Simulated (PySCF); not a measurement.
# ECD: `F[C@H](Br)[C@H]1C[C@@H]1F`, C$_{4}$H$_{5}$BrF$_{2}$

Cartesian coordinates in Å; atom numbers follow the order of the lines, from 1:
```xyz
12

F     1.409   -1.997    0.245
C     1.235   -0.714   -0.147
Br    2.862    0.284    0.360
C     0.030   -0.103    0.496
C    -0.570    1.148   -0.085
C    -1.289   -0.151   -0.220
F    -2.401   -0.353    0.531
H     1.196   -0.698   -1.242
H     0.007   -0.217    1.574
H    -0.120    1.576   -0.968
H    -0.970    1.874    0.605
H    -1.388   -0.650   -1.177
```

Method used: TDDFT BHandHLYP/def2-SVPD circular dichroism and optical rotation, one conformer, gas phase (PySCF). Geometry: GFN2-xTB.

The molecule is flexible and this is one conformer; a measurement averages over conformers. The calculation is non-relativistic, which matters for the atoms heavier than Zn. States above about 9.4 eV (minus the energy of the highest occupied orbital) lie near or above the ionisation threshold and depend on the basis.

Problem. Assign R or S to each stereocentre.

Solution. C2 R, C4 S, C6 S.

Problem. List the lowest 16 singlet excitations with oscillator and rotatory strengths.

Solution. Rotatory strengths R in 10⁻⁴⁰ esu² cm², velocity form and length form (origin at the centre of mass); f in length form.
| state | E (eV) | λ (nm) | f | R (velocity) | R (length) | main |
| --- | --- | --- | --- | --- | --- | --- |
| 1 | 6.24 | 199 | 0.002 | +2.9 | +3.8 | HOMO→LUMO 0.83 |
| 2 | 6.40 | 194 | 0.002 | -1.2 | -2.8 | HOMO−1→LUMO 0.87 |
| 3 | 8.03 | 154 | 0.263 | +61.0 | +59.2 | HOMO−2→LUMO 0.75 |
| 4 | 8.17 | 152 | 0.069 | -23.8 | -24.8 | HOMO→LUMO+1 0.74, HOMO→LUMO+3 0.12 |
| 5 | 8.36 | 148 | 0.067 | +24.3 | +24.0 | HOMO−1→LUMO+1 0.62, HOMO−1→LUMO+3 0.18 |
| 6 | 8.43 | 147 | 0.041 | -23.2 | -21.2 | HOMO→LUMO+2 0.36, HOMO−2→LUMO+1 0.23 |
| 7 | 8.57 | 145 | 0.012 | +8.1 | +7.8 | HOMO−3→LUMO 0.80 |
| 8 | 8.75 | 142 | 0.013 | -10.8 | -10.3 | HOMO→LUMO+2 0.32, HOMO−2→LUMO+1 0.29 |
| 9 | 8.79 | 141 | 0.041 | -24.7 | -24.1 | HOMO−1→LUMO+2 0.50, HOMO−1→LUMO+1 0.18 |
| 10 | 8.87 | 140 | 0.014 | +33.8 | +32.4 | HOMO→LUMO+3 0.47, HOMO→LUMO+4 0.14 |
| 11 | 9.08 | 137 | 0.008 | +4.8 | +4.8 | HOMO−1→LUMO+3 0.21, HOMO−2→LUMO+2 0.20 |
| 12 | 9.13 | 136 | 0.030 | +17.8 | +18.2 | HOMO−1→LUMO+3 0.32, HOMO−2→LUMO+2 0.20 |
| 13 | 9.24 | 134 | 0.003 | +2.8 | +2.7 | HOMO→LUMO+4 0.34, HOMO−3→LUMO+1 0.31 |
| 14 | 9.30 | 133 | 0.008 | -2.0 | -2.2 | HOMO−3→LUMO+1 0.17, HOMO−2→LUMO+3 0.17 |
| 15 | 9.43 | 131 | 0.012 | +3.2 | +1.9 | HOMO→LUMO+6 0.30, HOMO−3→LUMO+2 0.16 |
| 16 | 9.49 | 131 | 0.022 | -4.0 | -3.7 | HOMO−4→LUMO 0.20, HOMO−1→LUMO+6 0.18 |

Among the states computed, the strongest CD band (largest |R|) is state 3. The largest dissymmetry factor in size, g = 4R/(D+G), with D and G the electric and magnetic dipole strengths, is +0.031 for state 10 (velocity form, f = 0.015), among bands with |R| over 0.5. The mirror image has the same energies and oscillator strengths and all R with the opposite sign.
